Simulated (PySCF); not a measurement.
Bi(Me)2(SiH3) (C2H9BiSi), SMILES [CH3][Bi]([CH3])[SiH3]. Geometry optimised at PBE-D3(BJ)/def2-SVP. The structure was generated by enumeration; whether it is a known compound was not checked. The def2 effective core potentials stand for the cores of Bi; spin–orbit coupling is left out.

Computed equilibrium geometry at PBE-D3(BJ)/def2-SVP (PySCF confirms it by a frequency run) as a Z-matrix, and its point group:
point group Cs.
```
Bi
C 1 2.3105
H 2 1.1057 1 109.47
H 2 1.1063 3 110.11 1 -120.07
H 2 1.1066 3 110.08 4 -121.06
C 1 2.3105 2 92.70 3 43.87
H 6 1.1057 1 109.47 2 -43.87
H 6 1.1063 7 110.11 3 149.49
H 6 1.1066 7 110.08 8 121.06
Si 1 2.6915 2 90.47 3 -46.62
H 10 1.5086 1 111.49 2 166.13
H 10 1.5086 11 107.74 1 -122.63
H 10 1.5094 11 108.03 12 -116.48
```
